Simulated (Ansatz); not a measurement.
Consider the formal exchange of groups at a C–O bond: `OC(=S)[O][GeH3]` + `C=CC` → `C=C(C)C(O)=S` + `[OH][GeH3]`.

Isolated molecules relaxed with PBE0-D4/def2-TZVP in Ansatz; ΔE leaves out vibrations. CCSD(T)/CBS is the MP2 limit (def2-TZVPP, def2-QZVPP) plus CCSD(T) − MP2 in def2-TZVPP, frozen cores. DFT in def2-TZVPP. B3LYP here is the variant with VWN-RPA as its local correlation; programs differ in this. For Ge outer-core shells are correlated without core-valence functions, which leaves a few kJ/mol of doubt a bond. Scalar relativity is left out up to krypton. One conformer a species, not always the lowest.

`OC(=S)[O][GeH3]`:

Z-matrix (Å, degrees):
```
Ge
O 1 1.833
H 1 1.528 2 100.6
H 1 1.529 2 107.9 3 118.6
H 1 1.529 2 107.9 3 -118.6
C 2 1.302 1 122.6 3 -180.0
S 6 1.635 2 125.2 1 179.9
O 6 1.343 2 111.8 1 -0.1
H 8 0.966 6 106.8 2 180.0
```

`C=CC`:

```xyz
9

C     1.018   -0.920   -0.192
C     0.054   -0.077   -0.536
C    -0.773    0.713    0.418
H     1.274   -1.093    0.849
H     1.586   -1.466   -0.936
H    -0.166    0.064   -1.593
H    -0.668    1.787    0.234
H    -1.836    0.479    0.303
H    -0.489    0.514    1.453
```

`C=C(C)C(O)=S`:

```xyz
12

C     1.069    0.228   -1.078
C     0.257    0.031   -0.035
C     0.758   -0.067    1.368
C    -1.191   -0.098   -0.258
O    -1.550    0.002   -1.539
S    -2.294   -0.341    0.923
H     2.138    0.324   -0.933
H     0.690    0.296   -2.089
H     1.842    0.045    1.392
H     0.307    0.703    1.998
H     0.489   -1.027    1.813
H    -2.513   -0.096   -1.562
```

`[OH][GeH3]`:

Z-matrix (Å, degrees):
```
Ge
O 1 1.783
H 1 1.531 2 104.3
H 1 1.541 2 109.9 3 119.6
H 1 1.541 2 109.9 3 -119.6
H 2 0.959 1 112.7 3 180.0
```

Q: Is it downhill or uphill in electronic energy at CCSD(T)/CBS, and by how much? (Estimate.)

A: The calculation gave: Downhill: ΔE = -0.12 eV.

Q: What do these levels give: PBE-D4, ωB97X-V, B3LYP, CCSD/def2-TZVPP, MP2/def2-QZVPP, CCSD/CBS(def2)? (Best estimate.)

A: Computed: PBE-D4 -0.06, ωB97X-V 0.02, B3LYP 0.02, CCSD/def2-TZVPP -0.04, MP2/def2-QZVPP -0.17, CCSD/CBS(def2) -0.07 eV.

Largest T1 diagnostic among the species: 0.016.

In def2-TZVPP, CCSD(T) changes the Hartree–Fock value by −0.26 eV (the triples alone add −0.04 eV) and MP2 by −0.33 eV. The D4 term adds −0.05 eV with B3LYP and −0.03 eV with PBE0; it sums over pairs of atoms, weighted by their polarisabilities, and B3LYP, whose exchange is more repulsive, gets the larger term.
